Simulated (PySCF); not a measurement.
**RbF⁺ from Hartree–Fock to correlated methods**

State: ²Π (doublet), unpaired electrons π ↑. Set-up: basis Rb def2-SVP with ECP28, F def2-SVP; scalar-relativistic core potentials; PySCF 2.14. De refers to Rb⁺ + F in their high-spin ground configurations, without counterpoise correction. The functionals are run spin-unrestricted. A positive dipole points towards F; it is taken about the centre of mass and depends on that origin.

```csv
Level,Re (Å),ωe (cm⁻¹),De (eV),μ (D)
UHF,3.127,91.4,0.106,-2.53
UHF-MP2,3.037,109,0.150,n/a
UHF-SCS-MP2,3.046,108,0.147,n/a
UHF-CCSD,3.036,109,0.151,n/a
UHF-CCSD(T),3.030,111,0.155,n/a
PBE,2.960,127,0.239,-2.20
TPSS,3.006,113,0.202,-2.27
r²SCAN,2.978,122,0.189,-2.29
r²SCANh,2.980,120,0.180,-2.30
PBE0,2.981,118,0.190,-2.28
M06,2.975,121,0.178,-2.29
```

Which functional lies closest to UHF-CCSD(T) in De, which farthest, and by how much do they differ from it?

Closest is M06 (-5.5 pm in Re, +9.0 % in ωe, +0.02 eV in De against UHF-CCSD(T) in the same basis), farthest PBE (-7.0 pm in Re, +14.4 % in ωe, +0.08 eV in De). CCSD(T) converges more slowly with the basis than the functionals do and binds too weakly in this one, so the order can change at the basis-set limit.

What does the step from GGA to meta-GGA do here, going from PBE to r²SCAN?

r²SCAN less PBE: +1.8 pm in Re, -3.9 % in ωe, -0.05 eV in De. 

What does second-order correlation do here, going from UHF to UHF-MP2?

UHF-MP2 less UHF: -9.0 pm in Re, +19.3 % in ωe, +0.04 eV in De. Correlation nearly always deepens the well. The bond shortens, as in weak, metallic or heavy-atom bonds, where dispersion and the correlation of outer-core electrons pull the atoms together.

Correlated steps freeze 1 core orbital. The bond is weak. Basis-set superposition, not corrected here, can be much of De in a small basis, most of all at correlated wavefunction levels. Spin–orbit coupling is left out. For an ion De counts to the pair picked by the measured ionisation energies or electron affinities, which need not be the lowest pair at this level. The state is the lowest determinant that a PBE0 search found; another state may lie lower at other levels.
